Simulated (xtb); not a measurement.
Job for xtb: GFN2-xTB on C3H8O (a complex), monomers drawn apart or pushed together.

```
$ xtb mol.xyz --gfn 2 --sp --chrg 0 --uhf 0
12

C      0.59472112    -0.26677288    -0.04863965
C     -0.64630228     0.20186714    -0.04426502
H      0.81926557    -1.28237406    -0.35108271
H      1.43606230     0.34779284     0.24828459
H     -0.86957843     1.21851583     0.25619678
H     -1.48794915    -0.41104566    -0.34311878
C      0.13770921     0.35031916     4.71544296
O     -0.32734799    -0.86033486     4.14443643
H      1.17440457     0.57051606     4.43402588
H      0.09606801     0.23297284     5.79787757
H     -0.48848719     1.20695925     4.43895079
H     -0.29530163    -0.77151124     3.18363218
```

Program output:

```
[...]
           -------------------------------------------------
          |                Calculation Setup                |
           -------------------------------------------------



molecular fragmentation (1/2 indicates fragments):
111111222222
# atoms in fragment 1/2:     6     6
 fragment masses (1/2) :       28.05       32.04
CMA distance (Bohr)    :   8.412
constraining FC (au)   :  0.0500

           -------------------------------------------------
          |                 G F N 2 - x T B                 |
           -------------------------------------------------

        Reference                      10.1021/acs.jctc.8b01176
      * Hamiltonian:
        H0-scaling (s, p, d)           1.850000    2.230000    2.230000
        zeta-weighting                 0.500000
      * Dispersion:
        s8                             2.700000
        a1                             0.520000
        a2                             5.000000
        s9                             5.000000
      * Repulsion:
        kExp                           1.500000    1.000000
        rExp                           1.000000
      * Coulomb:
        alpha                          2.000000
        third order                    shell-resolved
        anisotropic                    true
        a3                             3.000000
        a5                             4.000000
        cn-shift                       1.200000
        cn-exp                         4.000000
        max-rad                        5.000000


          ...................................................
          :                      SETUP                      :
          :.................................................:
          :  # basis functions                  24          :
          :  # atomic orbitals                  24          :
          :  # shells                           16          :
          :  # electrons                        26          :
          :  max. iterations                   250          :
          :  Hamiltonian                  GFN2-xTB          :
          :  restarted?                      false          :
          :  GBSA solvation                  false          :
          :  PC potential                    false          :
          :  electronic temp.          300.0000000     K    :
          :  accuracy                    1.0000000          :
          :  -> integral cutoff          0.2500000E+02      :
          :  -> integral neglect         0.1000000E-07      :
          :  -> SCF convergence          0.1000000E-05 Eh   :
          :  -> wf. convergence          0.1000000E-03 e    :
          :  Broyden damping             0.4000000          :
          :  net charge                          0          :
          :  unpaired electrons                  0          :
          ...................................................

 iter      E             dE          RMSdq      gap      omega  full diag
   1    -14.6625014 -0.146625E+02  0.462E+00    5.62       0.0  T
   2    -14.6903826 -0.278812E-01  0.259E+00    5.28       1.0  T
   3    -14.6911864 -0.803869E-03  0.826E-01    5.11       1.0  T
   4    -14.6913393 -0.152881E-03  0.107E-01    5.30       1.0  T
   5    -14.6913529 -0.135851E-04  0.547E-02    5.35       1.0  T
   6    -14.6913535 -0.541988E-06  0.713E-03    5.35       4.0  T
   7    -14.6913535 -0.418496E-07  0.330E-03    5.35       8.7  T
   8    -14.6913535 -0.199629E-07  0.204E-03    5.35      14.2  T
   9    -14.6913535 -0.211468E-07  0.517E-04    5.35      55.8  T
  10    -14.6913535 -0.129850E-08  0.608E-05    5.35     474.8  T

   *** convergence criteria satisfied after 10 iterations ***

         #    Occupation            Energy/Eh            Energy/eV
      -------------------------------------------------------------
         1        2.0000           -0.6854885             -18.6531
       ...           ...                  ...                  ...
         7        2.0000           -0.5177055             -14.0875
         8        2.0000           -0.5131104             -13.9624
         9        2.0000           -0.4782347             -13.0134
        10        2.0000           -0.4567139             -12.4278
        11        2.0000           -0.4394190             -11.9572
        12        2.0000           -0.4227600             -11.5039
        13        2.0000           -0.4150100             -11.2930 (HOMO)
        14                         -0.2183285              -5.9410 (LUMO)
        15                          0.0579871               1.5779
        16                          0.1240180               3.3747
        17                          0.1251400               3.4052
        18                          0.1466909               3.9917
       ...                                ...                  ...
        24                          0.5667264              15.4214
      -------------------------------------------------------------
                  HL-Gap            0.1966814 Eh            5.3520 eV
             Fermi-level           -0.3166692 Eh           -8.6170 eV

 SCC (total)                   0 d,  0 h,  0 min,  0.005 sec
 SCC setup                      ...        0 min,  0.000 sec (  2.326%)
 Dispersion                     ...        0 min,  0.000 sec (  1.203%)
 classical contributions        ...        0 min,  0.000 sec (  0.650%)
 integral evaluation            ...        0 min,  0.001 sec ( 12.576%)
 iterations                     ...        0 min,  0.003 sec ( 52.022%)
 molecular gradient             ...        0 min,  0.002 sec ( 29.273%)
 printout                       ...        0 min,  0.000 sec (  1.736%)

         :::::::::::::::::::::::::::::::::::::::::::::::::::::
         ::                     SUMMARY                     ::
         :::::::::::::::::::::::::::::::::::::::::::::::::::::
         :: total energy             -14.498352245372 Eh    ::
         :: gradient norm              0.018263957913 Eh/a0 ::
         :: HOMO-LUMO gap              5.351974478552 eV    ::
         ::.................................................::
         :: SCC energy               -14.691340581631 Eh    ::
         :: -> isotropic ES            0.025356453228 Eh    ::
         :: -> anisotropic ES          0.003865903368 Eh    ::
         :: -> anisotropic XC          0.008326645999 Eh    ::
         :: -> dispersion             -0.003352218497 Eh    ::
         :: repulsion energy           0.192988336259 Eh    ::
         :: add. restraining           0.000000000000 Eh    ::
         :: total charge              -0.000000000000 e     ::
         :::::::::::::::::::::::::::::::::::::::::::::::::::::

           -------------------------------------------------
          |                Property Printout                |
           -------------------------------------------------

    * Orbital Energies and Occupations

         #    Occupation            Energy/Eh            Energy/eV
      -------------------------------------------------------------
         1        2.0000           -0.6854885             -18.6531
         2        2.0000           -0.6164021             -16.7732
         3        2.0000           -0.6154011             -16.7459
         4        2.0000           -0.5651283             -15.3779
         5        2.0000           -0.5559965             -15.1294
         6        2.0000           -0.5215791             -14.1929
         7        2.0000           -0.5177055             -14.0875
         8        2.0000           -0.5131104             -13.9624
         9        2.0000           -0.4782347             -13.0134
        10        2.0000           -0.4567139             -12.4278
        11        2.0000           -0.4394190             -11.9572
        12        2.0000           -0.4227600             -11.5039
        13        2.0000           -0.4150100             -11.2930 (HOMO)
        14                         -0.2183285              -5.9410 (LUMO)
        15                          0.0579871               1.5779
        16                          0.1240180               3.3747
        17                          0.1251400               3.4052
        18                          0.1466909               3.9917
        19                          0.1706826               4.6445
        20                          0.1843559               5.0166
        21                          0.1938012               5.2736
        22                          0.2373663               6.4591
        23                          0.4192095              11.4073
        24                          0.5667264              15.4214
      -------------------------------------------------------------
                  HL-Gap            0.1966814 Eh            5.3520 eV
             Fermi-level           -0.3166692 Eh           -8.6170 eV

     #   Z          covCN         q      C6AA      α(0)
     1   6 C        2.831    -0.079    29.972     8.971
     2   6 C        2.831    -0.079    29.972     8.971
     3   1 H        0.925     0.041     2.438     2.442
     4   1 H        0.925     0.039     2.467     2.456
     5   1 H        0.925     0.039     2.466     2.456
     6   1 H        0.925     0.041     2.438     2.442
     7   6 C        3.621     0.040    20.347     6.503
     8   8 O        1.654    -0.435    21.540     6.265
     9   1 H        0.924     0.026     2.640     2.541
    10   1 H        0.925     0.056     2.249     2.345
    11   1 H        0.924     0.026     2.640     2.541
    12   1 H        0.805     0.286     0.763     1.372

 Mol. C6AA /au·bohr⁶  :       1018.244131
 Mol. C8AA /au·bohr⁸  :      21017.474658
 Mol. α(0) /au        :         49.305383


Wiberg/Mayer (AO) data.
largest (>0.10) Wiberg bond orders for each atom

 ---------------------------------------------------------------------------
     #   Z sym  total        # sym  WBO       # sym  WBO       # sym  WBO
 ---------------------------------------------------------------------------
     1   6 C    3.992 --     2 C    2.035     4 H    0.978     3 H    0.978
     2   6 C    3.992 --     1 C    2.035     5 H    0.978     6 H    0.978
     3   1 H    0.998 --     1 C    0.978
     4   1 H    0.999 --     1 C    0.978
     5   1 H    0.999 --     2 C    0.978
     6   1 H    0.998 --     2 C    0.978
     7   6 C    3.956 --     8 O    1.009    10 H    0.984     9 H    0.981
                            11 H    0.981
     8   8 O    1.954 --     7 C    1.009    12 H    0.907
     9   1 H    0.999 --     7 C    0.981
    10   1 H    0.997 --     7 C    0.984
    11   1 H    0.999 --     7 C    0.981
    12   1 H    0.918 --     8 O    0.907
 ---------------------------------------------------------------------------

Topologies differ in total number of bonds
Writing topology from bond orders to xtbtopo.mol

molecular dipole:
                 x           y           z       tot (Debye)
 q only:        0.161       0.422      -0.279
   full:        0.224       0.586      -0.453       1.967
molecular quadrupole (traceless):
                xx          xy          yy          xz          yz          zz
 q only:        1.968      -0.368       1.126       2.527       6.615      -3.095
  q+dip:        4.494      -1.136       1.927       3.462       9.097      -6.421
   full:        3.561      -0.728       1.912       3.427       8.983      -5.473


           -------------------------------------------------
          | TOTAL ENERGY              -14.498352245372 Eh   |
          | GRADIENT NORM               0.018263957913 Eh/α |
          | HOMO-LUMO GAP               5.351974478552 eV   |
           -------------------------------------------------

------------------------------------------------------------------------
------------------------------------------------------------------------
Note: The following floating-point exceptions are signalling: IEEE_UNDERFLOW_FLAG IEEE_DENORMAL
normal termination of xtb
 total:
 SCF:
```

The run finished.

Cost: very roughly 0.04 core-seconds.
